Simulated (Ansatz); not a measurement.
Mg₃N₂⁺. Charge 1, multiplicity 2. Geometry PBE-D4/def2-SVP.

Cartesian coordinates in Å:
```
Mg 0.057 1.440 0.489
Mg -1.207 -0.362 -2.378
Mg 0.528 -1.265 0.662
N 0.963 0.289 1.906
N -0.342 -0.103 -0.678
```

At HF/def2-TZVP, PBE-D4/def2-TZVP, revPBE-D4/def2-TZVP, r2SCAN-D4/def2-TZVP and others the charge 1 doublet is spin-contaminated (final ⟨S²⟩ up to 1.84, 0.75 for a pure state). The geometry of the doublet was relaxed on an unsound state (⟨S²⟩ 1.25, where a pure state has 0.75). Another isomer (doublet) lies 1.65 eV lower at PBE0-D4/def2-TZVP; other spin states weren't run for this one.

(1) Estimate the α-spin orbital energies around the gap (eV) in Ansatz with HF/def2-TZVP, PBE-D4/def2-TZVP, revPBE-D4/def2-TZVP, r2SCAN-D4/def2-TZVP, PBE0-D4/def2-TZVP.

Answers

(1) 
```csv
orbital,HF/def2-TZVP,PBE-D4/def2-TZVP,revPBE-D4/def2-TZVP,r2SCAN-D4/def2-TZVP,PBE0-D4/def2-TZVP
HOMO−5,-19.35,-11.36,-11.26,-11.66,-13.11
HOMO−4,-18.51,-10.57,-10.48,-10.98,-12.38
HOMO−3,-17.32,-10.30,-10.26,-10.77,-12.06
HOMO−2,-14.78,-9.78,-9.70,-10.06,-11.27
HOMO−1,-13.96,-9.52,-9.47,-9.97,-11.08
HOMO,-13.15,-9.13,-9.05,-9.30,-10.22
LUMO,-4.31,-7.41,-7.28,-6.79,-6.56
LUMO+1,-3.52,-6.75,-6.62,-6.06,-5.80
LUMO+2,-2.26,-6.04,-5.95,-5.52,-5.35
LUMO+3,-1.46,-4.28,-4.17,-3.71,-3.35
LUMO+4,-1.36,-4.05,-3.95,-3.46,-3.18
LUMO+5,-0.79,-3.79,-3.71,-3.31,-3.13
β HOMO,-9.78,-8.52,-8.43,-8.43,-8.80
β LUMO,-4.45,-7.55,-7.45,-7.30,-6.67
```
